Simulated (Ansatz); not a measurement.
Input file for Ansatz (an electronic-structure program): R-PBE/def2-TZVPPD on C3H7Cl (a complex). Files ending in .json are basis or fitting sets from the Basis Set Exchange.

Ansatz 0.2 input:
```yaml
crystal:
  periodic: [false, false, false]
  atoms:
    - {symbol: C, position_ang: [0.54158541, -0.47513715, 0.21440206]}
    - {symbol: C, position_ang: [-0.39644416, 0.46075376, 0.22515610]}
    - {symbol: H, position_ang: [0.53829570, -1.28306080, 0.93615322]}
    - {symbol: H, position_ang: [1.34178418, -0.47278051, -0.51613677]}
    - {symbol: H, position_ang: [-0.40370765, 1.26947999, -0.49598543]}
    - {symbol: H, position_ang: [-1.19576630, 0.44792732, 0.95627562]}
    - {symbol: C, position_ang: [0.49287274, 0.36851657, 3.91508843]}
    - {symbol: Cl, position_ang: [-0.76649666, -0.89924507, 3.73131800]}
    - {symbol: H, position_ang: [0.06097768, 1.19747109, 4.46765888]}
    - {symbol: H, position_ang: [1.32826172, -0.06031537, 4.46030667]}
    - {symbol: H, position_ang: [0.79855871, 0.68266889, 2.92201754]}
basis:
  gaussian:
    orbitals: def2-TZVPPD.json
hamiltonian:
  xc: {name: PBE}
scf: {lower_state_search: off}
```

Program output:

```
WARN ansatz: RAYON_NUM_THREADS=1 ignored (pool sized by the plan → 1); use --threads N
Functional definition: PBE
these checks for a lower state are left out or cut short: stability, starts, cluster_reference, orbital_swaps, neighbouring_geometries, increment
integrals: 0.20 GiB planned
1259 factors; their error is unknown
mean field: 1.48 GiB planned
mean field evaluation 1: about -15725.1901 eV, gradient 7.6e1 eV
mean field evaluation 2: about -15704.2871 eV, gradient 1.1e2 eV
mean field evaluation 4: about -15738.9171 eV, gradient 5.9e0 eV
mean field evaluation 8: about -15738.9474 eV, gradient 6.7e-1 eV
mean field evaluation 16: about -15738.9480 eV, gradient 8.5e-5 eV
mean field -15738.94797532 eV, -578.3956698509 hartree, gradient 2.8e-6 eV, S^2 0.000000; 0 other end points of the search recorded, 0 dependent functions left out
reference -15738.94803532 eV, -578.3956720557 hartree; 21, 21 occupied and 260, 260 virtual orbitals, 1259 factors
Total energy: -15738.94803532 eV, -578.3956720557 hartree
Checks for a lower state left out: stability, starts, cluster_reference, orbital_swaps, neighbouring_geometries, increment
```

Self-consistency was reached.

Cost: around 5 core-seconds (rough).
